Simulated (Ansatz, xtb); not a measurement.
# Relative energy of two isomers of C5H5NO

Structure X: `C=CC(=O)CC#N`, a singlet. Structure Y: `C=C1CC(=O)C=N1`, a singlet. Both are isolated molecules in the gas phase, relaxed with PBE0-D3(BJ)/def2-SVP; each stands in its lowest conformer found.

Quicker runs give these differences E(Y) − E(X): GFN2-xTB −0.910 eV; HF/STO-3G −0.331 eV (at GFN2-xTB geometries); r2SCAN-D4/def2-SVP −0.373 eV (at GFN2-xTB geometries).

Q: Estimate E(Y) − E(X) at the level CCSD(T)/def2-SVP + ΔMP2/def2-TZVPP.

A: Too close to call at this level: CCSD(T)/def2-SVP + ΔMP2/def2-TZVPP gives E(Y) − E(X) = −0.006 eV.

Level by level:

```
                             level              geometry  E(Y) − E(X) (eV)  departure from the last row (eV)  job, with rough time for the two
                          GFN2-xTB              GFN2-xTB              −0.910                            −0.904              optimisation, 0.22 s
                         HF/STO-3G              GFN2-xTB              −0.331                            −0.326              single point, 0.73 s
                r2SCAN-D4/def2-SVP              GFN2-xTB              −0.373                            −0.367               single point, 4.5 s
              PBE0-D3(BJ)/def2-SVP  PBE0-D3(BJ)/def2-SVP              −0.395                            −0.389                optimisation, 98 s
                       HF/def2-SVP  PBE0-D3(BJ)/def2-SVP              +0.140                            +0.146           part of the CCSD(T) run
                      MP2/def2-SVP  PBE0-D3(BJ)/def2-SVP              +0.130                            +0.136           part of the CCSD(T) run
                  CCSD(T)/def2-SVP  PBE0-D3(BJ)/def2-SVP              +0.064                            +0.069                      single point
CCSD(T)/def2-SVP + ΔMP2/def2-TZVPP  PBE0-D3(BJ)/def2-SVP              −0.006                                                  single point, 72 s
```

As drawn, Y has 1 C=N, 1 C–N in place of 1 C≡N. Structure X has no ring, Y a 5-membered ring.

The largest departure from CCSD(T)/def2-SVP + ΔMP2/def2-TZVPP is that of GFN2-xTB, 0.904 eV. The last row adds to CCSD(T) the change of the MP2 difference between the two basis sets, here −0.069 eV.

With thermal terms from frequencies at re-optimised GFN2-xTB minima (ideal gas, soft modes damped towards free rotors, one conformer each, 298.15 K, 1 atm): on the last row, ΔE + ΔZPE = +0.041, ΔH = +0.002, ΔG = +0.103 eV.

The correlated steps freeze 7 core orbitals. Programs: Ansatz 0.2.0, xtb 6.7.1; the last row on 2 threads of Intel(R) Xeon(R) Processor @ 2.70GHz on a shared host.
